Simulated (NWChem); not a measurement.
# H$_{2}$TeSe; SMILES [SeH][TeH]

```xyz
4

Te     0.0181     0.9831    -0.0079
H     -1.6378     1.1310     0.1574
Se     0.0409    -1.5444    -0.0546
H      0.1879    -1.7301     1.4004
```
Atoms are numbered in this order, from 1.

Level: PBE0/def2-SVP with def2 effective core potentials on Te (NWChem), optimised geometry, unscaled harmonic frequencies. This build's default masses of Se (78.918 u) and Br (79.917 u) are each other's, which moves their modes by up to 0.6 %. def2 effective core potentials on Te; no spin-orbit coupling.

Q: List the harmonic frequencies with IR intensities, and the thermochemistry.

A: 
| frequency (cm⁻¹) | IR intensity (km/mol) |
|---|---|
| 249 | 0.9 |
| 347 | 4.6 |
| 633 | 12.2 |
| 705 | 6.8 |
| 2117 | 58.6 |
| 2436 | 10.1 |

```
Property                                                                           Result
-----------------------------------------------------------------------  ----------------
zero-point energy                                                            9.3 kcal/mol
thermal correction to the enthalpy at 298.15 K (with zero-point energy)     12.3 kcal/mol
heat capacity Cv                                                         11.1 cal/(mol K)
entropy at 298.15 K and 1 atm (symmetry number 1)                        70.2 cal/(mol K)
```

Rigid rotor and harmonic oscillator.
